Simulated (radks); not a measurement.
Spherical quantum dot in the effective-mass picture: electrons in a parabolic well V = omega^2 r^2 / 2 with omega = 0.687, with a point charge +1 (a donor) at the centre, all in effective atomic units (hartree* = m*/eps^2 hartree, bohr* = eps/m* bohr), one dielectric constant everywhere. Method: non-relativistic Kohn-Sham, exchange-only LDA, spin-polarised, spherical densities; computed with a radial shooting solver with Libxc functionals. Levels are named by radial order and angular momentum (1s, 1p, 1d, 2s, ...), and open shells are averaged over m. Results are scaled to m* = 0.062 and eps = 17.1, for which hartree* = 5.77 meV and bohr* = 14.6 nm.

N = 12, configuration 1s2 1p6 1d(up 2, down 0) 2s2. This is the lowest configuration that the search found. Occupied and some empty levels:

level,occupation,eigenvalue (meV),<r> (nm)
1s up,1,30.160,23.59
1s down,1,30.310,23.04
1p up,3,32.836,33.96
1p down,3,33.093,33.77
2s up,1,34.803,32.72
2s down,1,34.993,33.04
1d up,2,35.267,39.13
1d down,0,35.548,39.14
1f up,0,37.902,43.15
1f down,0,38.181,43.25
2p up,0,38.532,38.36
2p down,0,38.715,38.45
1g up,0,40.728,46.61
1g down,0,40.994,46.77

Energy (meV): total 241.090, kinetic 43.814, external 54.316, Hartree 164.77, exchange-correlation -21.807.

Electron density:

r (nm),n(r) (e/nm^3)
3.18,0.0002159
6.71,0.0001356
10.3,0.00008808
13.8,0.00006065
17.3,0.00004563
20.9,0.00003800
24.4,0.00003414
27.9,0.00003153
31.5,0.00002855
35.0,0.00002450
38.5,0.00001957
42.1,0.00001437
45.6,9.621e-06
49.2,5.864e-06
52.7,3.244e-06
56.2,1.622e-06
59.8,7.376e-07
63.3,3.041e-07
66.8,1.139e-07
70.4,3.858e-08
